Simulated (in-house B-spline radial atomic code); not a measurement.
Computed with a B-spline radial atomic code. Model: two electrons, singlet ground state, non-relativistic, full CI in B-splines with partial waves to l = 8 (at full coupling up to 3e-4 hartree above the limit, correlation up to 0.6 % small), density held at that of full coupling by Lieb maximisation.

W(λ) is the mean repulsion in the state of coupling λ less the Hartree energy of the fixed density. Its start is exact exchange, its initial slope is twice the second-order Görling-Levy correlation energy, and its area from 0 to 1 is E_xc. A straight curve means weak, dynamic correlation, and a curve that drops fast and flattens means strong correlation.

Command:
```bash
python run_ac.py task.json out
```
Settings (lengths in bohr, energies in hartree):
```
potential              dot
strength               0.191
lmax                   8
second                 -0.5
```

Time taken, with all properties: 10 s on 1 thread of Intel(R) Xeon(R) Processor @ 2.30GHz (shared host).

**W = mean repulsion less Hartree energy, and W of three functionals.**

Given: confinement charge in harmonic well; well frequency 0.191 hartree; nuclear charge -0.5; external potential omega^2 r^2/2 - Z/r.

Computed: LDA exchange minus exact 34.275 millihartree; SCAN exchange minus exact -3.1065 millihartree.

```tsv
coupling	W xc (hartree)	W xc minus exchange (millihartree)	kinetic minus Kohn-Sham (millihartree)	LDA (PW92) W minus its exchange (millihartree)	PBE W minus its exchange (millihartree)	SCAN W minus its exchange (millihartree)
0	-0.26098	0	0	0	0	0
0.02	-0.26327	-2.291	0.02	-8.9	-3.78	-1.87
0.05	-0.26655	-5.567	0.14	-17.17	-8.37	-4.5
0.12	-0.27351	-12.524	0.72	-30.59	-16.99	-10.09
0.25	-0.28425	-23.266	2.68	-47.31	-29.08	-18.93
0.4	-0.29391	-32.929	5.79	-60.8	-39.61	-27.3
0.6	-0.30358	-42.599	10.58	-73.91	-50.37	-36.3
0.8	?	?	?	?	?	?
1	-0.31626	-55.281	20.5	-91.64	-65.54	-49.43
1.4	-0.32414	-63.154	29.83	-103.52	-76	-58.52
2	?	?	?	?	?	?
3	-0.33893	-77.942	60.28	-129.11	-99.19	-77.3
4.5	-0.34505	-84.066	82.81	-141.35	-110.49	-85
7	-0.35063	-89.65	114.19	-153.33	-121.67	-91.21
10	-0.35447	-93.49	146.35	-161.92	-129.74	-94.78
```

(1) What belongs in the row 0.8?

(2) What belongs in the row 2?

(3) What is the PBE exchange minus exact?

**Energy parts, natural occupations and partial-wave weights.**

Computed: total energy 1.2417 hartree; exchange energy -0.26098 hartree; correlation energy -0.034783 hartree; initial slope twice GL2 -0.11668 hartree; kinetic part over minus potential part 0.37079; Hartree energy 0.52197 hartree; Lieb Oxford ratio E_xc over LDA exchange 1.3046.

```csv
natural,occupation of the shell (electrons)
s,1.84
p,?
s,0.0024739
d,0.001182
p,0.00019538
f,0.0001329
```

(4) What belongs in the row p?

```csv
wave,weight
s,0.92124
p,?
d,0.0006093
f,7.1668e-05
g,1.5537e-05
```

(5) What belongs in the row p?

(6) What is the kinetic part of the DFT correlation energy?

(7) What is the Kohn-Sham kinetic?

Answers

(1) W xc (hartree): -0.31076; W xc minus exchange (millihartree): -49.775; kinetic minus Kohn-Sham (millihartree): 15.57; LDA (PW92) W minus its exchange (millihartree): -83.8; PBE W minus its exchange (millihartree): -58.75; SCAN W minus its exchange (millihartree): -43.52.

(2) W xc (hartree): -0.33162; W xc minus exchange (millihartree): -70.641; kinetic minus Kohn-Sham (millihartree): 42.38; LDA (PW92) W minus its exchange (millihartree): -115.83; PBE W minus its exchange (millihartree): -87.07; SCAN W minus its exchange (millihartree): -67.85.

(3) 7.4978 millihartree.

(4) occupation of the shell (electrons): 0.15591.

(5) weight: 0.078056.

(6) 0.020498 hartree.

(7) 0.1899 hartree.

Half-way to full coupling W has made 68 % of its drop, against 50 % for a straight line, and second-order (GL2) theory, half the initial slope, overshoots the correlation energy by about 68 %: correlation is strong. Over couplings 0 to 1 the errors in E_xc come to about +6.8 millihartree for LDA, +0.5 millihartree for PBE, +1.9 millihartree for SCAN, so PBE is nearest. In LDA and PBE and SCAN the errors of exchange and correlation have opposite signs, so the sum is smaller than the larger of the two.
